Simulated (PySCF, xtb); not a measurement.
Al(Me)(SH)2 (CH5AlS2), SMILES [CH3][Al]([SH])[SH].

GFN2-xTB (xtb) at its own geometry gives an orbital gap of 3.99 eV and a dipole moment of 0.76 D.

Geometry: B3LYP-D3(BJ)/def2-SVP. The structure was generated by enumeration; whether it is a known compound was not checked. Other conformers were not sampled.

Question: What does B3LYP/def2-TZVP run with PySCF give? (An estimate is asked for; the answer gives what the named calculation found.)

Answer: gap 6.50 eV (levels -7.25 and -0.75 eV), dipole 0.04 D.
